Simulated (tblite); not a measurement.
C₇H₁₆P₂.
Geometry (GFN2-xTB, Å), atoms numbered from 1 in this order:
```
atom  x, y, z in Å
C1    -0.4627    0.1867   -1.5899
P2    -0.9380   -0.2451   -0.0046
C3    -1.0571   -2.0595    0.1456
C4     0.3897    0.2682    1.0944
C5     1.6326    0.3964    0.6364
P6     2.1840    0.0915   -1.0642
C7     3.9719   -0.2169   -0.6017
C8    -2.4389    0.3236    0.9697
C9    -2.5368    1.8397    0.8975
H10   -1.0978   -0.2987   -2.3311
H11   -0.4905    1.2693   -1.7108
H12   -1.1890   -2.3522    1.1861
H13   -1.9003   -2.4106   -0.4477
H14   -0.1395   -2.4891   -0.2510
H15    0.1354    0.5124    2.1211
H16    2.4095    0.7770    1.2933
H17    1.8690   -1.2639   -1.1059
H18    4.4462    0.7264   -0.3345
H19    4.4849   -0.6158   -1.4749
H20    4.0717   -0.9202    0.2236
H21   -2.3666   -0.0195    2.0046
H22   -3.3203   -0.1391    0.5142
H23   -2.5927    2.1586   -0.1430
H24   -1.6555    2.3016    1.3411
H25   -3.4201    2.2033    1.4195
```

All values are computed: GFN2-xTB (tblite) harmonic vibrations without scaling, gas phase. This tight-binding method is rough: wavenumbers can miss measured ones by several per cent, in bad cases by 10 to 20. Modes of hydrogen on phosphorus can be 10 to 20 % off. One conformer, not necessarily the lowest.

Harmonic wavenumbers (cm⁻¹): 45.5, 73.7, 94.9, 114.8, 126.1, 135.6, 159.2, 171.1, 194.0, 213.8, 231.8, 254.9, 274.9, 301.1, 359.3, 383.7, 514.3, 607.7, 626.0, 680.7, 693.7, 720.9, 736.1, 753.3, 771.9, 801.0, 809.4, 836.7, 840.7, 862.8, 889.7, 925.6, 938.7, 979.5, 988.6, 1002.5, 1070.6, 1133.2, 1212.4, 1234.1, 1269.3, 1296.0, 1317.1, 1389.2, 1407.1, 1415.7, 1426.9, 1439.1, 1455.6, 1468.6, 1490.4, 1496.8, 1603.9, 2296.2, 2932.9, 2942.8, 2945.4, 2960.4, 2983.3, 2989.1, 2993.7, 2998.8, 3000.8, 3003.5, 3011.1, 3013.6, 3016.0, 3016.1, 3023.7.

A = 2167, B = 630.9, C = 594.9 MHz; mass 162.073 u (most abundant isotopes); point group C1, symmetry number 1.

**Question.** Zero-point energy?

**Answer.** Half the sum of the wavenumbers: 44684 cm⁻¹ = 127.76 kcal/mol.

**Question.** Entropy at 273.15 K, 1 bar (ideal gas, RRHO, classical rotation)?

**Answer.** Translation 40.75, rotation 30.10, vibration 40.93: S = 111.8 cal/(mol K).

**Question.** And Cp and H(273.15 K) − H(0)?

**Answer.** Cp = 49.49 cal/(mol K), of which vibrations give 41.54 (their classical limit is 69 R = 137.1); H(273.15 K) − H(0) = 8.15 kcal/mol without the zero-point energy, 5.98 from vibrations.

**Question.** What must be added to the electronic energy to get the Gibbs energy at 273.15 K and 1 bar?

**Answer.** ZPE + [H(273.15 K) − H(0)] − T·S = 127.76 + 8.15 − 30.53 = 105.38 kcal/mol.

**Question.** How do the functions run with temperature in this model?

**Answer.** 
```json
{"T (K)": "100", "S (cal/(mol K))": "75.7", "Cp (cal/(mol K))": "25.9", "H − H(0) (kcal/mol)": "1.60", "G − H(0) (kcal/mol)": "-5.97", "ln q(vib)": "2.41"}
{"T (K)": "200", "S (cal/(mol K))": "98.0", "Cp (cal/(mol K))": "39.6", "H − H(0) (kcal/mol)": "4.89", "G − H(0) (kcal/mol)": "-14.70", "ln q(vib)": "6.59"}
{"T (K)": "300", "S (cal/(mol K))": "116.6", "Cp (cal/(mol K))": "53.1", "H − H(0) (kcal/mol)": "9.53", "G − H(0) (kcal/mol)": "-25.45", "ln q(vib)": "10.66"}
{"T (K)": "500", "S (cal/(mol K))": "149.4", "Cp (cal/(mol K))": "76.2", "H − H(0) (kcal/mol)": "22.59", "G − H(0) (kcal/mol)": "-52.13", "ln q(vib)": "18.40"}
{"T (K)": "800", "S (cal/(mol K))": "190.5", "Cp (cal/(mol K))": "98.4", "H − H(0) (kcal/mol)": "49.06", "G − H(0) (kcal/mol)": "-103.34", "ln q(vib)": "29.06"}
{"T (K)": "1000", "S (cal/(mol K))": "213.6", "Cp (cal/(mol K))": "108.4", "H − H(0) (kcal/mol)": "69.78", "G − H(0) (kcal/mol)": "-143.80", "ln q(vib)": "35.52"}
```

q(vib) and H(0) count from the zero-point level.

Hindered rotation and anharmonicity are outside this model. Other conformers, if any are populated, would add a mixing term that is left out. The structure is chiral; the term R ln 2 for an equal mix with its mirror image is left out.
